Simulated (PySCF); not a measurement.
# Gallium: a sound run and one with changed settings

Sound run: Ga [Ar] 3d10 4s2 4p1, Ga⁺ [Ar] 3d10 4s2. Computed with PySCF 2.14 in cc-pVDZ-PP with ECP10MDF, with a scalar-relativistic core potential. The sound run starts from symmetry-adapted Hartree-Fock orbitals and uses a fine grid where one is needed.

Changed run: radial step 0.3 in ln r (0.13 in the sound run). This setting is unsound on purpose.

```tsv
species	method	sound run (hartree)	changed run (hartree)	converged
Ga	UHF	-258.29077	-258.29077	yes
Ga	MN15	-259.78106	-259.77697	yes
Ga	LDA	-259.01568	-259.01566	yes
Ga⁺	UHF	-258.08810	-258.08810	yes
Ga⁺	MN15	-259.56730	-259.56357	yes
Ga⁺	LDA	-258.79607	-258.79605	yes
```

Ionisation energy of Ga:

```csv
method,sound run (eV),changed run (eV)
UHF,5.515,5.515
MN15,5.817,5.807
LDA,5.976,5.976
```

A coarse radial grid mis-integrates the density and the exchange-correlation energy, with errors of either sign; Hartree-Fock needs no grid.

For comparison, NIST gives 5.999 eV between the lowest levels.
